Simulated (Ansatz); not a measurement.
C2H3Cl2In, singlet, geometry from GFN2-xTB (such geometries of metal compounds can be far from the true shape) (core potentials on In); HF/def2-SVP (Ansatz, a first-principles code).

Ansatz was given this input:
Ansatz 0.2 input:
```yaml
crystal:
  periodic: [false, false, false]
  atoms:
    - {symbol: In, position_ang: [-0.03467808, -0.10862907, 0.01593818]}
    - {symbol: Cl, position_ang: [-0.54341190, -1.12487519, 2.03290872]}
    - {symbol: Cl, position_ang: [0.61676375, 2.10044074, 0.23671507]}
    - {symbol: C, position_ang: [-0.13442555, -1.08349181, -1.98401733]}
    - {symbol: C, position_ang: [0.17935813, -0.40391248, -3.06510835]}
    - {symbol: H, position_ang: [-0.44871408, -2.11820905, -1.99463523]}
    - {symbol: H, position_ang: [0.14060185, -0.85062750, -4.05200196]}
    - {symbol: H, position_ang: [0.49076097, 0.63147256, -3.02318389]}
basis:
  gaussian:
    orbitals: def2-SVP
hamiltonian:
  xc: hf
```

**Question.** Write the output that Ansatz gives for this input, abridged.

**Answer.** 
```
Functional definition: HF
1101 factors; integrals over basis functions are off by at most 1.6e-3 eV
mean field evaluation 1: about -32254.6716 eV, gradient 2.6e1 eV
mean field evaluation 2: about -32254.6915 eV, gradient 2.7e1 eV
mean field evaluation 4: about -32256.9877 eV, gradient 2.4e0 eV
mean field evaluation 8: about -32257.0133 eV, gradient 1.1e-1 eV
mean field -32257.01344111 eV, -1185.4233793718 hartree, gradient 1.8e-5 eV, S^2 0.000000; 0 other end points of the search recorded, 0 dependent functions left out
reference -32257.01344111 eV, -1185.4233793718 hartree; 35, 35 occupied and 70, 70 virtual orbitals, 1101 factors
Total energy: -32257.01344111 eV, -1185.4233793718 hartree
```
